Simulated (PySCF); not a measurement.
**Ge⁺: excitation energy**

Ge⁺ [Ar] 3d10 4s2 4p1 (2P) → Ge⁺ [Ar] 3d10 4s1 4p2 (4P), as a difference of total energies. Computed with PySCF 2.14 in x2c-QZVPPall (11s8p5d4f1g, 97 functions), with scalar relativity by spin-free X2C-1e. Correlated levels: valence: [Ar] 3d10 frozen; valence and next inner shell: [Ne] frozen. The calculations carry no spin-orbit coupling.

```json
{"method": "UHF", "excitation energy (eV)": "4.860", "error (eV)": "-1.529"}
{"method": "LDA", "excitation energy (eV)": "7.103", "error (eV)": "+0.714"}
{"method": "PBE", "excitation energy (eV)": "6.869", "error (eV)": "+0.480"}
{"method": "PBE0", "excitation energy (eV)": "6.485", "error (eV)": "+0.096"}
{"method": "r2SCAN", "excitation energy (eV)": "6.268", "error (eV)": "-0.121"}
{"method": "wB97X", "excitation energy (eV)": "7.242", "error (eV)": "+0.853"}
{"method": "B2PLYP", "excitation energy (eV)": "6.573", "error (eV)": "+0.184"}
{"method": "r2SCAN0", "excitation energy (eV)": "6.105", "error (eV)": "-0.284"}
{"method": "TPSSh", "excitation energy (eV)": "6.495", "error (eV)": "+0.106"}
{"method": "MP2 (valence)", "excitation energy (eV)": "5.699", "error (eV)": "-0.690"}
{"method": "SCS-MP2 (valence)", "excitation energy (eV)": "6.015", "error (eV)": "-0.374"}
{"method": "MP2 (valence and next inner shell)", "excitation energy (eV)": "6.260", "error (eV)": "-0.129"}
{"method": "SCS-MP2 (valence and next inner shell)", "excitation energy (eV)": "6.483", "error (eV)": "+0.094"}
```

Reference: 6.389 eV (measured; NIST levels, between the centres of gravity of the two terms).

Errors of the correlated levels include the incompleteness of this basis and the frozen core.
